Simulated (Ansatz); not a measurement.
Consider the cleavage of the Si–Si bond: `CO[SiH2][Si](O)(O)F` + `CO[SiH2]S` → `CO[SiH2]S[SiH2]OC` + `O[SiH](O)F`.

Isolated molecules relaxed with PBE0-D4/def2-TZVP in Ansatz; ΔE leaves out vibrations. CCSD(T)/CBS is the MP2 limit (def2-TZVPP, def2-QZVPP) plus CCSD(T) − MP2 in def2-TZVPP, frozen cores. This one scheme is used for every species. DFT in def2-TZVPP. B3LYP here is the variant with VWN-RPA as its local correlation; programs differ in this. One conformer a species, not always the lowest.

`CO[SiH2][Si](O)(O)F`:

```xyz
14

C    -1.657   -2.079   -0.490
O    -0.740   -1.009   -0.542
Si   -0.477   -0.008    0.744
Si    1.108    1.509   -0.055
O     2.377    0.798   -0.803
O     1.690    2.375    1.191
F     0.396    2.469   -1.119
H    -1.659   -2.578   -1.460
H    -1.374   -2.808    0.278
H    -2.672   -1.724   -0.279
H    -1.746    0.649    1.171
H     0.038   -0.780    1.912
H     2.206    0.327   -1.620
H     2.510    2.859    1.073
```

`CO[SiH2]S`:

```xyz
10

C     1.234   -0.760   -0.846
O     0.676    0.290   -0.087
Si   -0.934    0.421    0.190
S    -1.297    1.950    1.612
H     2.319   -0.719   -0.736
H     0.886   -1.740   -0.498
H     0.987   -0.658   -1.908
H    -1.442   -0.895    0.665
H    -1.674    0.841   -1.027
H    -0.755    1.268    2.635
```

`CO[SiH2]S[SiH2]OC`:

Z-matrix (Å, degrees):
```
C
O 1 1.410
H 1 1.091 2 108.2
H 1 1.095 2 111.2 3 119.0
H 1 1.096 2 111.7 3 -119.5
Si 2 1.641 1 123.0 3 167.6
S 6 2.118 2 108.4 1 -167.2
H 6 1.486 2 112.2 1 74.5
H 6 1.489 2 108.3 1 -45.6
Si 7 2.146 6 101.2 2 33.3
O 10 1.633 7 115.0 6 62.5
H 10 1.482 7 109.9 6 -62.0
H 10 1.478 7 103.1 6 178.1
C 11 1.408 10 125.9 7 -82.5
H 14 1.091 11 108.2 10 -155.8
H 14 1.095 11 110.8 10 85.3
H 14 1.095 11 111.7 10 -36.0
```

`O[SiH](O)F`:

Cartesian coordinates in Å:
```
O -0.348 -1.144 -0.646
Si -0.195 0.335 0.021
O 0.576 0.189 1.437
F 0.617 1.248 -1.003
H -0.482 -1.209 -1.593
H -1.471 1.014 0.282
H 1.302 -0.433 1.503
```

```
             level  ΔE (kcal/mol)
         r2SCAN-D4          -21.6
          B3LYP-D4          -21.0
            B2PLYP          -20.8
    MP2/def2-TZVPP          -24.7
   CCSD/def2-TZVPP          -21.4
CCSD(T)/def2-TZVPP          -21.9
     HF/def2-QZVPP          -21.1
     MP2/CBS(def2)          -25.1
```

(1) What does CCSD(T)/CBS give? (An estimate is asked.)

Largest T1 diagnostic among the species: 0.012.

Answers

(1) Computed: -22.3 kcal/mol. The listed levels differ from it by 0.7, 1.3, 1.5, -2.4, 0.9, 0.4, 1.2, -2.8 kcal/mol.

In def2-TZVPP, CCSD(T) changes the Hartree–Fock value by −0.8 kcal/mol (the triples alone add −0.5 kcal/mol) and MP2 by −3.6 kcal/mol. From PBE to PBE0 (25 % exact exchange), in def2-TZVPP and without D4, ΔE moves by −1.6 kcal/mol. The D4 term adds −2.7 kcal/mol with B3LYP and −1.6 kcal/mol with PBE0; it sums over pairs of atoms, weighted by their polarisabilities, and B3LYP, whose exchange is more repulsive, gets the larger term.
